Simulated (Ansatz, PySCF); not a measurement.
Process, species as SMILES: [F][Ge]([F])[F] → [F][Ge]([F])[F] as singlet, charge +1 + e-
Geometries: B3LYP-D3(BJ)/def2-TZVP minima from Ansatz (a quantum-chemistry and plane-wave program). A spin state is the lowest found, not a proven ground state.

Quantity: adiabatic ionisation energy (0 K, with B3LYP-D3(BJ) harmonic zero-point energies from PySCF), in eV. Valence correlation only, unless marked. UHF or UKS for open shells. Spin-orbit coupling is left out. Frozen are the shells of the preceding noble gas and the d and f shells that filled before the atom's block. No relativistic terms. FCI takes restricted orbitals. CBS marks a two-point X^-3 extrapolation of the correlation energy; Hartree-Fock from the larger set. The bracket is a focal-point correction in the basis named.

| level | program | adiabatic ionisation energy (eV) | minus last row |
|---|---|---|---|
| M06-2X/def2-TZVPD | PySCF | 10.08 | 0.22 |
| HSE06-D3(BJ)/def2-TZVPD | Ansatz + dftd3 | 10.04 | 0.18 |
| B2GP-PLYP-D3(BJ)/def2-TZVPD | Ansatz + dftd3 | 9.95 | 0.09 |
| CCSD(T)/cc-pVTZ | Ansatz | 9.70 | -0.16 |
| FCI/STO-3G | Ansatz | 4.57 | -5.29 |
| RI-MP2/CBS(aug-cc-pVTZ,aug-cc-pVQZ)+[CCSD(T)-MP2]/aug-cc-pVDZ | Ansatz | 9.85 | -0.01 |
| RI-MP2/CBS(cc-pVTZ,cc-pVQZ)+[CCSD(T)-MP2]/cc-pVTZ | Ansatz | 9.86 | 0.00 |
